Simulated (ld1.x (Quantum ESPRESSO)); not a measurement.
## PBEsol ultrasoft dataset for In, fully relativistic all-electron reference.

- Element: In (Z = 49)
- Generator: ld1.x (Quantum ESPRESSO) 7.5
- Type: ultrasoft
- Functional: PBEsol
- Relativity: fully relativistic
- Frozen core: [Kr]
- Valence charge: 13
- Reference configuration: 4d10 5s1.5 5p1.5
- Partial waves: 5s (bound): rcut 2.00, rcutus 2.35 bohr; 5s channel at 1.7 Ry: rcut 2.00, rcutus 2.35 bohr; 5p (bound): rcut 2.60, rcutus 2.80 bohr; 5p channel at 1.25 Ry: rcut 2.60, rcutus 2.80 bohr; 4d (bound): rcut 1.45, rcutus 1.85 bohr; 4d channel at 1.3 Ry: rcut 1.45, rcutus 1.85 bohr
- Local potential: all-electron potential smoothed inside 2.10 bohr (lloc = -1)
- Core correction: none
- Augmentation charge: PSQ, radius 1.55 bohr

Open shells are filled in proportion to 2j + 1 (rel_dist='average').

What the tests gave:

```json
{
 "Cutoffs needed": "35 Ry and 55 Ry (the cutoffs (Ry, on a coarse ladder) from which the occupation-weighted sum of valence levels, in a spherical-Bessel basis at the reference potential, stays within 10 and 1 mRy of its value at 400 Ry)",
 "Ghost test": "no extra level below or beside the all-electron valence levels (s, p1/2, p3/2, d3/2, d5/2, f tested) (spherical-Bessel basis up to 400 Ry, 20 bohr box)",
 "Largest excitation error": "+7.0 meV (all-electron minus pseudo) for 4d10 5s1 5p0, out of 7 test configurations",
 "Lowest eigenvalue of the overlap operator": "0.13 (d3/2 channel)",
 "Density cutoff estimated by the generator": "199 Ry"
}
```

Generation and tests took about 1.9 s on one core of a shared server CPU.
